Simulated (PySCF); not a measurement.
Structure from NMR data

An unknown has the formula C7H6ClN. Its calculated NMR data are:

$^{1}$H NMR (400 MHz, computed): δ 8.85 (d, 1H), 8.13 (d, 1H), 7.90 (m, 1H), 7.22 (m, 1H), 7.12 (d, 1H), 6.80 (d, 1H).

$^{13}$C{$^{1}$H} NMR (computed): δ 158.9 (C), 155.6 (CH), 143.0 (CH), 142.2 (CH), 138.7 (CH), 127.4 (CH), 126.8 (CH).

Method: GIAO PBE0/pcSseg-1 shieldings, coordinates at the GFN2-xTB level, in PySCF 2.14.0 with density-fitted response routines (single conformer, relativity neglected, no solvent model).

δ = σ(ref) − σ, references computed at the same level: $^{1}$H, $^{13}$C against TMS.

What is the structure?

Answers


- Rings plus π bonds: 5 (1 ring in the answer).
- 7 carbon signals for 7 carbons: no two carbons are equivalent.
- Carbon types of the structure: 1 × C, 6 × CH, which accounts for all hydrogens.
- δC 158.9: substituted aromatic carbon next to a ring nitrogen.
- δC 155.6: aromatic CH next to a ring nitrogen; the adjacent pyridine-type nitrogen withdraws density from it.
- δC 143.0, 127.4, 126.8: aromatic CH.
- δC 142.2, 138.7: alkene CH; as expected for a trigonal carbon in a double bond.
- δH 8.85: hydrogen on an aromatic CH next to a ring nitrogen; ring current plus the neighbouring ring nitrogen.
- δH 8.13, 6.80: hydrogen on an alkene CH.
- δH 7.90, 7.22, 7.12: hydrogen on an aromatic CH; ring-current deshielding.

The compound is SMILES Cl/C=C/c1ccccn1.

The shifts were computed for this structure.

Carbons that carry Cl, above all several Cl atoms, come out too deshielded, partly because spin–orbit coupling is missing. Shifts are as computed. Against solution values, carbons near 30 ppm lie about +3 ppm off and those near 130 ppm about +5 ppm; carbons on Cl a further +6 ppm. Of 1211 compounds with measured shifts, 218 miss one by over three times the rms of a fit or turn the order of signals round; such compounds aren't used in these exercises. No couplings were computed; multiplicities are counted from neighbouring protons, with m where these are inequivalent, close in shift, in a saturated or five-membered ring or joined by F or P, and br s for small geminal =CH2 splittings.
